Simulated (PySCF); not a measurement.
These compounds are isomers of formula C8H10O.

A. `C=CC(=C)C(=C)C(C)=O`
B. SMILES [C@@H]1(C)[C@@H](C#C)[C@@H]1[C@H]1CO1
C. 3-ethylphenol (c1(CC)cccc(O)c1)

Spectrum 1. ¹H NMR (300 MHz, computed): δ 2.61 (m, 1H), 2.43 (m, 1H), 2.14 (m, 1H), 1.32 (m, 1H), 1.32 (m, 3H), 1.17 (d, 1H), 0.78 (m, 1H), 0.63 (m, 1H). ¹³C{¹H} NMR (computed): δ 91.0 (C), 70.6 (CH), 48.0 (CH), 43.8 (CH2), 33.1 (CH), 25.3 (CH), 15.3 (CH3), 13.4 (CH).

Spectrum 2. ¹H NMR (300 MHz, computed): δ 7.41 (m, 1H), 7.00 (s, 1H), 6.95 (d, 1H), 6.54 (d, 1H), 4.20 (br s, 1H), 2.60 (q, 2H), 1.21 (t, 3H). ¹³C{¹H} NMR (computed): δ 164.0 (C), 153.8 (C), 135.0 (CH), 124.4 (CH), 118.9 (CH), 114.8 (CH), 35.1 (CH2), 22.2 (CH3).

Spectrum 3. ¹H NMR (300 MHz, computed): δ 6.36 (br s, 1H), 6.32 (m, 1H), 6.18 (m, 1H), 5.93 (br s, 1H), 5.71 (br s, 1H), 5.58 (m, 1H), 5.56 (br s, 1H), 2.31 (s, 3H). ¹³C{¹H} NMR (computed): δ 202.3 (C), 159.2 (C), 155.0 (C), 144.6 (CH), 132.8 (CH2), 122.7 (CH2), 120.4 (CH2), 32.9 (CH3).

How the numbers were obtained: geometry from GFN2-xTB, NMR shieldings at PBE0/pcSseg-1/GIAO, in PySCF 2.14 (relativity neglected, no solvent, single conformer, rapidly exchanging positions averaged).

Scale: TMS for ¹H (31.72 ppm), ¹³C (186.93 ppm) (reference shieldings calculated alike). Where no couplings were computed, multiplicities follow the n + 1 count of equivalent neighbours, and m marks all less simple cases (inequivalent or close neighbours, rings, F or P nearby). Shifts are as computed. Against solution values, carbons near 30 ppm lie about +3 ppm off and those near 130 ppm about +5 ppm. Of 1211 compounds with measured shifts, 218 miss one by over three times the rms of a fit or turn the order of signals round; such compounds aren't used in these exercises. OH and NH positions are gas-phase values without hydrogen bonding to other molecules.

Match each spectrum to its structure.

Results:

1–B, 2–C, 3–A.

- Spectrum 1 (B): 8 ¹³C signals; δC 91.0 is an alkyne carbon; δC 70.6 is a terminal alkyne carbon.
- Spectrum 2 (C): 8 ¹³C signals; δC 164.0 is an aromatic carbon bearing oxygen; δC 135.0 is an aromatic CH.
- Spectrum 3 (A): 8 ¹³C signals; δC 202.3 is a ketone carbonyl carbon; δC 159.2 is an α carbon of a C=C–C=O unit.
